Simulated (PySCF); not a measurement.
## Structure from NMR data

An unknown has the formula C₉H₁₄Si. Its calculated NMR data are:

1H NMR (400 MHz, computed): δ 4.68 (m, 1H), 4.53 (m, 2H), 2.69 (m, 2H), 2.61 (m, 1H), 1.81 (m, 1H), 1.76 (m, 2H), 1.09 (m, 1H), 0.92 (m, 2H), 0.57 (m, 2H).

13C{1H} NMR (computed): δ 189.3 (C), 100.7 (CH), 45.5 (CH), 37.2 (CH2), 21.3 (CH), 17.0 (CH), 16.7 (CH2).

[PySCF: σ from GIAO-PBE0/pcSseg-1; GFN2-xTB structure; non-relativistic Hamiltonian; averaged over atoms made equivalent by symmetry, fast rotation or ring inversion; a single conformation; in vacuum]

References, each an isolated molecule treated in the same way: TMS for 1H (σref 31.72) and 13C (σref 186.93).

**Question.** Choose the structure that fits.
A. C1=C(C2CC2)[C@H]2C[C@H](C2)[SiH2]1
B. C[Si](C)(C)c1ccccc1
C. C=C=C(C#C[SiH2]C)C(C)C
D. CC(C)(C)C#CC1=CC[SiH2]1

**Answer.** A. 

- The formula gives 4 degrees of unsaturation (3 rings in the answer).
- 7 carbon signals for 9 carbons: some carbons are equivalent by symmetry or fast rotation.
- Carbon types of the structure: 1 × C, 4 × CH, 4 × CH2, leaving 2 H on heteroatoms.
- δC 189.3: fully substituted alkene carbon.
- δC 100.7: alkene CH; the olefinic region.
- δC 45.5: allylic sp3 CH; saturated and bonded to C and H only.
- δC 37.2: sp3 CH2 in a ring; aliphatic region, no heteroatom directly attached.
- δH 2.61: hydrogen on an allylic sp3 CH; allylic position.

The others: C[Si](C)(C)c1ccccc1 would give 5 carbon signals, not 7; C=C=C(C#C[SiH2]C)C(C)C would give 8 carbon signals, not 7; CC(C)(C)C#CC1=CC[SiH2]1 would give 4 signals for carbon-bound and other non-exchanging H, not 9.

Shifts are as computed. Against solution values, carbons near 30 ppm lie about +3 ppm off and those near 130 ppm about +5 ppm. Of 1309 compounds with measured shifts, 239 miss one by over three times the rms of a fit or turn the order of signals round; such compounds aren't used in these exercises. Multiplicities follow the n + 1 count of equivalent neighbours, as no J values were calculated; m marks all less simple cases, F and P coupling included.
